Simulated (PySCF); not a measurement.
# Working out the ionisation energy of Pb

Pb [Xe] 4f14 5d10 6s2 6p2 (3P) → Pb+ [Xe] 4f14 5d10 6s2 6p1 (2P). All numbers are calculated (PySCF 2.14, scalar relativity by spin-free X2C-1e, in x2c-TZVPPall with one added diffuse shell each of s, p, d, f type (12s8p7d4f, 99 functions)). Frozen: [Kr] 4d10 4f14. Energies in hartree (1 hartree = 27.21139 eV):

```json
{"part": "UHF", "Pb (lower)": "-20879.875365", "Pb+ (upper)": "-20879.633022"}
{"part": "MP2 opposite-spin", "Pb (lower)": "-0.314939", "Pb+ (upper)": "-0.309575"}
{"part": "MP2 same-spin", "Pb (lower)": "-0.176009", "Pb+ (upper)": "-0.167231"}
```

Problem. What does Hartree-Fock give?

Solution. (-20879.633022) − (-20879.875365) = 0.242343 hartree = 6.594 eV.

Problem. What do MP2 and SCS-MP2 (6/5 opposite-spin, 1/3 same-spin) give?

Solution. The opposite-spin parts differ by 0.146 eV and the same-spin parts by 0.239 eV. MP2: 6.594 + (0.146) + (0.239) = 6.979 eV. SCS-MP2: 6.594 + 1.2 × (0.146) + (0.239)/3 = 6.849 eV.

Reference: 7.417 eV (measured; NIST Atomic Spectra Database, ionization energies), between the lowest levels; spin-orbit coupling is absent from the calculation.

What remains against the reference includes basis incompleteness, the frozen core and correlation beyond second order.
